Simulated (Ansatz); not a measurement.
`O[SiH](F)[SiH3]` + `O[SiH3]` → `O[SiH]([SiH3])O[SiH3]` + H–F at 400 K and 1 bar (ligand exchange at the Si–F bond).

Calculated with Ansatz (gas phase, PBE0-D4/def2-TZVP geometries, no zero-point term in ΔE). CCSD(T)/CBS is the MP2 limit (def2-TZVPP, def2-QZVPP) plus CCSD(T) − MP2 in def2-TZVPP, frozen cores. This one scheme is used for every species. One conformer a species, not always the lowest.

| species | CCSD(T)/CBS energy (Eh) | H − E (kJ/mol) | S (J/(mol·K)) |
| --- | --- | --- | --- |
| `O[SiH](F)[SiH3]` | -756.23815 | 165.6 | 373.8 |
| `O[SiH3]` | -366.69042 | 120.0 | 276.4 |
| `O[SiH]([SiH3])O[SiH3]` | -1022.52413 | 249.9 | 466.9 |
| H–F | -100.39570 | 36.5 | 182.2 |

H − E and S are ideal-gas, rigid-rotor, harmonic terms from PBE0-D4/def2-TZVP, for one conformer and one mirror image of each species. 1 Eh = 2625.50 kJ/mol, R = 8.31446 J/(mol·K).

Task: By hand: ΔE, ΔH, ΔS and ΔG.

Result: ΔE = (-1022.52413) + (-100.39570) − (-756.23815) − (-366.69042) = 0.00874 Eh = 22.9 kJ/mol. Δ(H − E) = 249.9 + 36.5 − 165.6 − 120.0 = 0.8, so ΔH = 23.7 kJ/mol. ΔS = 466.9 + 182.2 − 373.8 − 276.4 = -1.1 J/(mol·K). ΔG = 23.7 − 400 × (-1.1)/1000 = 24.1 kJ/mol.

Task: By hand: the equilibrium constant, and the temperature at which ΔG would vanish if ΔH and ΔS stayed fixed.

Result: log₁₀ K = −ΔG/(RT ln 10) = -3.1. ΔH and −TΔS have one sign here, so there is no such temperature.

The number of gas molecules stays the same, so ΔS is small and ΔH decides. A doubt of 5 kJ/mol in ΔE shifts log₁₀ K by 0.7 here. Other conformers and mirror images would add mixing entropy, several J/(mol·K) or more a flexible species. Modes under 60 cm⁻¹, often nearly free rotors, make the harmonic entropy too high. These are equilibria of isolated gas molecules and say nothing of rates. Largest T1 diagnostic: 0.013 (customary marks: 0.02 for closed shells, 0.045 for open ones).

ΔS is within the doubt of such terms, so its sign, and with it that verdict, could turn.
